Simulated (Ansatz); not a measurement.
Worked example: In(CH3)2(OH) + C2H5OSi → In(CH2)(CH3)(OH) + C2H6OSi

Species: In(CH3)2(OH), singlet; C2H5OSi `C=C[SiH]O`, doublet; In(CH2)(CH3)(OH), doublet; C2H6OSi `C=C[SiH2]O`, singlet. A radical takes H: the energy is the difference in strength between the C–H bond broken and the Si–H bond made.

Shapes, held fixed at every level: PBE0-D4/def2-TZVP. Flexible molecules stand in one conformer, not always the lowest. Programs: Ansatz 0.2.0. Electronic energies: no zero-point or thermal term.

At B2PLYP/def2-TZVPP; 1 Eh = 2625.50 kJ/mol:

```
         species  energy (Eh)
    In(CH3)2(OH)  -345.522786
         C2H5OSi  -443.740763
In(CH2)(CH3)(OH)  -344.854263
         C2H6OSi  -444.390964
```

**Question.** Work out ΔE of the reaction at this level.

**Answer.** 
1. Products less reactants: (-344.854263) + (-444.390964) − [(-345.522786) + (-443.740763)] = 0.018322 Eh = +48.1 kJ/mol.

Other levels give +36.5 (MP2/def2-SVP) to +69.7 kJ/mol (PBE-D4/def2-TZVPP). No measured value is set beside it here. Spin contamination: C2H5OSi (⟨S²⟩ up to 0.87). Open shells run unrestricted. For atoms past krypton def2 sets carry core potentials with scalar relativity. Outer-core shells of In are correlated in most correlated rows, in sets that cover them unevenly.
